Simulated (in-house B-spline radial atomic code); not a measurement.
Xe³⁺. Computed with a B-spline radial atomic code. Model: all-electron spherical atom, spin shells full or empty, radial basis limit, no spin-orbit coupling, Breit or QED, empty-state partial waves extrapolated as (l+1/2)^-4, RPA, G0W0 and static COHSEX of the highest shell as one setting changes (uncorrelated shells keep exact exchange).

Given: element Xe; charge 3; filled core Kr; hamiltonian one-electron scalar X2C; mean-field start PBE0; highest l of empty states 9; nuclear rms radius 4.7859 fm; highest mean-field shell 5p up.

Shell: 4d 5 5, 5s 1 1, 5p 3 0 (electrons up and down).

```json
{"lowest nl shells left uncorrelated": "0", "RPA correlation energy (hartree)": "-3.9863", "G0W0 level (eV)": "-43.852", "G0W0 minus most complete (meV)": "0", "COHSEX level (eV)": "-45.793", "linearised minus solved G0W0 (meV)": "-9.2"}
{"lowest nl shells left uncorrelated": "1", "RPA correlation energy (hartree)": "-3.8058", "G0W0 level (eV)": "-43.852", "G0W0 minus most complete (meV)": "0.4", "COHSEX level (eV)": "-45.793", "linearised minus solved G0W0 (meV)": "-9.2"}
{"lowest nl shells left uncorrelated": "2", "RPA correlation energy (hartree)": "?", "G0W0 level (eV)": "?", "G0W0 minus most complete (meV)": "?", "COHSEX level (eV)": "?", "linearised minus solved G0W0 (meV)": "?"}
{"lowest nl shells left uncorrelated": "3", "RPA correlation energy (hartree)": "-3.0491", "G0W0 level (eV)": "-43.849", "G0W0 minus most complete (meV)": "2.7", "COHSEX level (eV)": "-45.788", "linearised minus solved G0W0 (meV)": "-9.2"}
{"lowest nl shells left uncorrelated": "4", "RPA correlation energy (hartree)": "-2.8688", "G0W0 level (eV)": "-43.849", "G0W0 minus most complete (meV)": "2.5", "COHSEX level (eV)": "-45.79", "linearised minus solved G0W0 (meV)": "-9.2"}
{"lowest nl shells left uncorrelated": "5", "RPA correlation energy (hartree)": "-2.3325", "G0W0 level (eV)": "-43.854", "G0W0 minus most complete (meV)": "-2", "COHSEX level (eV)": "-45.801", "linearised minus solved G0W0 (meV)": "-9.2"}
{"lowest nl shells left uncorrelated": "6", "RPA correlation energy (hartree)": "?", "G0W0 level (eV)": "?", "G0W0 minus most complete (meV)": "?", "COHSEX level (eV)": "?", "linearised minus solved G0W0 (meV)": "?"}
{"lowest nl shells left uncorrelated": "7", "RPA correlation energy (hartree)": "-1.317", "G0W0 level (eV)": "-43.82", "G0W0 minus most complete (meV)": "31.7", "COHSEX level (eV)": "-45.74", "linearised minus solved G0W0 (meV)": "-9"}
{"lowest nl shells left uncorrelated": "8", "RPA correlation energy (hartree)": "-0.87136", "G0W0 level (eV)": "-43.832", "G0W0 minus most complete (meV)": "19.6", "COHSEX level (eV)": "-45.75", "linearised minus solved G0W0 (meV)": "-9.2"}
{"lowest nl shells left uncorrelated": "9", "RPA correlation energy (hartree)": "-0.16428", "G0W0 level (eV)": "-43.467", "G0W0 minus most complete (meV)": "385.2", "COHSEX level (eV)": "-45.109", "linearised minus solved G0W0 (meV)": "-8.1"}
{"lowest nl shells left uncorrelated": "10", "RPA correlation energy (hartree)": "-0.060233", "G0W0 level (eV)": "-43.637", "G0W0 minus most complete (meV)": "215", "COHSEX level (eV)": "-44.897", "linearised minus solved G0W0 (meV)": "-5.2"}
```

Q: What follows for lowest nl shells left uncorrelated = 2?

A: RPA correlation energy -3.6103 hartree; G0W0 level -43.851 eV; G0W0 minus most complete 0.5 meV; COHSEX level -45.793 eV; linearised minus solved G0W0 -9.2 meV.

Q: What follows for lowest nl shells left uncorrelated = 6?

A: RPA correlation energy -1.4724 hartree; G0W0 level -43.817 eV; G0W0 minus most complete 35 meV; COHSEX level -45.734 eV; linearised minus solved G0W0 -9 meV.
